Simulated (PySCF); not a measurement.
[Gd(CH3)2]+: from a saddle point downhill

PySCF 2.14.0, RKS PBE0, Gd lcecp-1-SVP with ECP53, C def2-SVP, H def2-SVP; non-relativistic Hamiltonian with scalar-relativistic core potentials where named; density fitting; no spin-orbit coupling. Relaxed within the symmetry of its start, the geometry (D3d) is

```xyz
9

Gd    0.0000    0.0000    0.0000
C     0.0000    0.0000    2.3963
H    -0.8747   -0.5049    2.8602
H     0.8747   -0.5049    2.8602
H     0.0000    1.0100    2.8602
C     0.0000    0.0000   -2.3963
H    -0.8747    0.5049   -2.8602
H     0.8747    0.5049   -2.8602
H     0.0000   -1.0100   -2.8602
```

and its lowest harmonic modes are -530, -530, 28, 112, 112, 253 cm⁻¹ (negative: unstable). It was moved along the lowest mode and relaxed again.

(1) Where does it end, and how much lower?

(2) How do the contacts change?

(3) Is the end a minimum?

An lcecp potential fixes the number of 4f electrons, so in runs with it no electron can move into or out of that shell.

State: singlet in the valence, with the 4f electrons in the core potential.

Results:

(1) In nearly Cs, 1.647 eV lower, after 27 steps:
```xyz
9

Gd    0.0425    1.4692   -0.0017
C     0.0001    0.0239    1.7639
H    -0.8869   -0.6368    1.7063
H     0.8817   -0.6463    1.7418
H    -0.0165    0.5193    2.7532
C     0.0006    0.0107   -1.7533
H    -0.8958    0.1503   -2.3900
H     0.8802    0.1322   -2.4162
H    -0.0064   -1.0383   -1.4040
```

(2) 
| contact | saddle (Å) | end (Å) |
| --- | --- | --- |
| Gd1–C2 (CH3) | 2.396 | 2.282 |
| Gd1–C6 (CH3) | 2.396 | 2.280 |


(3) Probably not: 1 of the modes stay unstable (below −25 cm⁻¹), though so soft as to be near the noise; lowest modes -30, 62, 126, 344, 368, 382 cm⁻¹.
